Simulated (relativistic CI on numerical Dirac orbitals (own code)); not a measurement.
## One change at a time: Pb⁶²⁺

Base calculation: Dirac-Coulomb-Breit CI, separate exchange-only KLI orbitals for each configuration, model QED (radiative potential, 1s self-energy scaled to tabulated hydrogen-like ionisation energies), unscaled Slater integrals.

CI space (outside the closed core [Ne]): 3s2 3p6 3d2, 3s2 3p5 3d3, 3s 3p6 3d3, 3s2 3p6 3d 4s, 3s2 3p6 3d 4p, 3s2 3p6 3d 4d, 3s2 3p5 3d2 4s, 3s2 3p6 3d 4f, 3s2 3p5 3d2 4p, 3s2 3p5 3d2 4d, 3s 3p6 3d2 4s, 3s2 3p6 4s2, 3p6 3d3 4p, 3s 3p6 3d2 4p, 3s2 3p6 4s 4p, 3s2 3p6 3d 5s, 3s2 3p6 3d 5d, 3s2 3p6 3d 5g, 3p6 3d4, 3p5 3d5, 3p5 3d4 4s, 3p6 3d3 4s, 3p5 3d3 4s2, 3s2 3p6 4s 4d, 3s2 3p5 4s2 4d, 3s2 3p6 4p2, 3s2 3p5 4s 4p2, 3s 3p6 3d 4s2, 3s 3p6 4s2 4p, 3s 3p6 4s2 4d. Double excitations out of closed p, d and f shells are left out; levels of such configurations are missing from the list, as are those of other unlisted configurations, and high levels can miss mixing partners. These lack a partner that the ground configuration has and come out too high: 3s2 3p5 3d2 4p, 3s2 3p5 3d2 4d.

The lowest level and the first level of each name with at least 55 % of one term (blank where a level has no safe partner in the second run):

| Level | Base (eV) | Shift (eV) |
| --- | --- | --- |
| 3s2 3p6 3d2 3F_2 | 0.000 | 0.000 |
| 3s2 3p6 3d2 3P_0 | 28.127 | 0.000 |
| 3s2 3p6 3d2 3F_3 | 118.588 | +0.009 |
| 3s2 3p6 3d2 1G_4 | 134.667 | +0.010 |
| 3s2 3p6 3d2 3P_1 | 136.805 | +0.008 |
| 3s2 3p6 3d2 3F_4 | 246.508 | +0.019 |
| 3s2 3p6 3d2 1S_0 | 285.356 | +0.018 |
| 3s2 3p5 3d3 3I°_7 | 559.553 | -0.197 |
| 3s2 3p5 3d3 3P°_1 | 561.585 | -0.196 |

At this charge energies of transitions that change n are usually good to better than 1 %, and those within a shell (Δn = 0) to a few per cent.

Q: One thing was changed in a second run, which moved the levels as shown. Which?
A. configuration mixing switched off
B. only the first 3 configurations
C. QED terms removed
D. Breit term removed
E. one mean potential for all configurations

A: E. One mean potential for all configurations. One potential for all configurations removes the relaxation of the orbitals, which moves whole configurations and changes the integrals a little.

LS names give the leading component of a level, which can be under half, so a name can repeat, a term be missing and a line seem to break the LS rules.
